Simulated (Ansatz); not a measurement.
This geometry of C$_{2}$H$_{8}$BFSi (13 atoms, charge 0, multiplicity 1) is a first-order saddle point.

All numbers below come from RKS PBE0/6-31G (Ansatz 0.2.0).

```xyz
13
Properties=species:S:1:pos:R:3
B -0.312 2.069 0.934
C -0.435 0.805 0.028
C 0.507 -0.372 0.345
Si 0.287 -1.854 -0.838
F -0.940 -1.455 -1.955
H 0.493 2.141 1.823
H -1.035 3.008 0.743
H -1.491 0.481 0.044
H -0.311 1.139 -1.017
H 1.551 -0.039 0.296
H 0.340 -0.718 1.373
H -0.162 -3.099 -0.124
H 1.528 -2.139 -1.638
```

Task: Which two structures does it join? (They come from a converged band through this point; their orientation in space is the band's.)

Result: No bond is made or broken. The dihedral C2–C3–Si4–H12 goes from -60 to -176°. The two ends are copies of one structure, up to a mirror image or an exchange of like atoms.

First end point:

```xyz
13
Properties=species:S:1:pos:R:3
B -0.501 1.942 1.106
C -0.599 0.649 0.239
C 0.639 -0.263 0.185
Si 0.418 -1.737 -0.987
F 0.030 -1.123 -2.531
H 0.538 2.302 1.589
H -1.476 2.619 1.280
H -1.496 0.079 0.537
H -0.854 0.998 -0.781
H 1.521 0.312 -0.126
H 0.870 -0.658 1.185
H -0.738 -2.595 -0.551
H 1.668 -2.560 -1.130
```

Last end point:

```xyz
13
Properties=species:S:1:pos:R:3
B -0.194 2.136 0.805
C -0.280 0.865 -0.096
C 0.405 -0.414 0.419
Si 0.181 -1.890 -0.750
F -1.492 -2.144 -0.964
H 0.289 2.104 1.904
H -0.635 3.179 0.405
H -1.359 0.677 -0.258
H 0.080 1.124 -1.107
H 1.484 -0.247 0.548
H 0.018 -0.679 1.411
H 0.763 -3.162 -0.197
H 0.759 -1.586 -2.105
```

Task: How far does it lie above each of them?

Result: 0.068 eV above the first and 0.068 eV above the second. This is the barrier of this one path; another mechanism may lie lower. Limits of this set-up: no polarisation functions.

Time of the run: 110 s on 1 thread of Arm Neoverse V1 (shared host), peak memory 0.24 GiB.
